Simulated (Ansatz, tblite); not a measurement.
Cost and result up the ladder for Sn₂₄AsH₃₄⁻ (59 atoms). The state is a singlet with charge -1. Geometry: r2SCAN-D4/def2-SVP.

Cartesian coordinates in Å:
```
Sn 4.145 0.298 -2.889
Sn 3.548 -2.927 0.566
Sn 0.246 2.460 4.853
Sn 1.455 -1.826 4.622
As 2.077 0.746 1.188
Sn -0.590 1.920 -1.217
Sn -0.146 -0.834 -1.792
Sn -1.865 -0.068 1.665
Sn 0.739 1.659 -5.411
Sn -3.578 0.591 -4.079
Sn -0.607 -4.270 1.563
Sn -4.568 -2.607 -0.942
Sn 4.141 1.424 -0.302
Sn 2.175 2.800 2.832
Sn 0.757 3.409 -3.226
Sn 3.308 -1.076 2.643
Sn 1.671 -0.550 -3.954
Sn 0.940 -3.085 -0.466
Sn 1.345 0.369 6.365
Sn -2.296 1.729 3.848
Sn -1.064 -2.205 3.403
Sn -3.274 2.363 -1.931
Sn -2.640 -1.735 -2.815
Sn -4.508 -1.176 1.495
Sn -1.913 1.269 -6.234
H 4.835 1.500 -3.927
H 5.282 -1.000 -2.889
H 4.036 -4.506 1.066
H 4.717 -2.402 -0.591
H 0.306 3.912 5.804
H 2.096 -3.226 5.423
H -0.193 2.598 0.314
H 1.725 2.144 -6.748
H -5.215 0.505 -4.637
H 0.299 -5.651 2.084
H -2.044 -4.898 0.840
H -4.302 -4.307 -0.775
H -6.061 -2.486 -1.816
H 5.630 1.025 0.485
H 4.118 3.143 -0.462
H 3.773 2.981 3.474
H 1.893 4.197 1.855
H 2.398 3.782 -2.835
H -0.011 4.924 -3.548
H 4.825 -0.505 3.254
H 1.971 -1.961 -4.911
H 1.011 -4.133 -1.854
H 2.916 0.759 6.975
H 0.388 -0.001 7.756
H -3.138 1.250 5.291
H -3.021 3.254 3.444
H -2.063 -2.853 4.672
H -4.382 1.931 -0.685
H -3.557 4.020 -2.312
H -2.320 -2.950 -4.009
H -5.822 -0.061 1.296
H -5.114 -2.328 2.645
H -2.494 2.672 -7.063
H -1.980 -0.006 -7.399
```

Ansatz on 11 threads of AMD EPYC 7R13 on a shared host and a whole NVIDIA H100 80GB HBM3; xTB runs through tblite on one thread. Times are rough, summed over both states, and most runs start from the orbitals of an earlier one. PBE0-D4/def2-TZVP serves as the yardstick here, not as an exact answer. The other state is a doublet.

In the def2 sets Sn takes a core potential; there is no spin–orbit coupling. The xTB rows come from tblite. Single mean-field runs in def2-TZVP are fitted with def2-universal-jkfit.

Raw xTB energies of ions are shifted by several eV.

```json
{"level": "GFN2-xTB", "functions": "259", "vertical IE (eV)": "9.64", "difference from PBE0-D4/def2-TZVP (eV)": "5.32"}
{"level": "GFN1-xTB", "functions": "293", "vertical IE (eV)": "9.14", "difference from PBE0-D4/def2-TZVP (eV)": "4.82"}
{"level": "PBE-D4/def2-TZVP (with forces)", "functions": "1452", "vertical IE (eV)": "4.21", "difference from PBE0-D4/def2-TZVP (eV)": "-0.11"}
{"level": "r2SCAN-D4/def2-TZVP", "functions": "1452", "vertical IE (eV)": "4.23", "difference from PBE0-D4/def2-TZVP (eV)": "-0.09"}
{"level": "PBE0-D4/def2-TZVP", "functions": "1452", "vertical IE (eV)": "4.32", "difference from PBE0-D4/def2-TZVP (eV)": "0.00"}
```

Problem. Estimate how long each takes.

Solution. GFN1-xTB 1.6 s; GFN2-xTB 3.8 s; r2SCAN-D4/def2-TZVP 34 s; PBE-D4/def2-TZVP (with forces) 35 s; PBE0-D4/def2-TZVP 60 s. On shared hardware such times vary by a factor of up to 3.
